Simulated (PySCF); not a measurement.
Zn(Me)2 (C2H6Zn), SMILES [CH3][Zn][CH3].

Coordinates come from a r2SCAN-D4/def2-SVP optimisation. A frequency run showed that this geometry is not a minimum. The isomer is the one that the SMILES or the coordinates give; other isomers of the formula were not compared.

The numbers are results of TDDFT-CAM-B3LYP/def2-SVPD (PySCF), not measurements.

Vertical excitations; the highest root listed may be one member of a degenerate set. Isolated molecule, no solvent. State labels are in the subgroup C2.

```csv
state,symmetry,energy (eV),λ (nm),f,main pairs
S1,A,6.00,207,0.000,HOMO→LUMO+1 (degenerate set)
S2,B,6.00,207,0.000,HOMO→LUMO (degenerate set)
S3,B,6.61,188,0.321,HOMO→LUMO+2 96 %
S4,A,7.49,165,0.000,"HOMO→LUMO+3 75 %, HOMO−1→LUMO+2 24 %"
S5,A,8.19,151,0.134,HOMO−1→LUMO (degenerate set)
S6,B,8.19,151,0.134,HOMO−1→LUMO+1 (degenerate set)
S7,A,8.40,148,0.000,"HOMO−1→LUMO+2 74 %, HOMO→LUMO+3 22 %"
S8,A,9.06,137,0.000,HOMO→LUMO+6 (degenerate set)
S9,B,9.06,137,0.000,HOMO→LUMO+5 (degenerate set)
S10,B,9.20,135,0.063,"HOMO→LUMO+4 57 %, HOMO−1→LUMO+3 31 %"
T1,B,5.78,215,0,HOMO→LUMO (degenerate set)
T2,A,5.78,215,0,HOMO→LUMO+1 (degenerate set)
T3,B,5.78,214,0,HOMO→LUMO+2 92 %
T4,A,7.15,173,0,"HOMO→LUMO+3 55 %, HOMO−1→LUMO+2 42 %"
```
Triplets are in the Tamm–Dancoff approximation, which puts them higher than full response would, so one can lie above its singlet here.
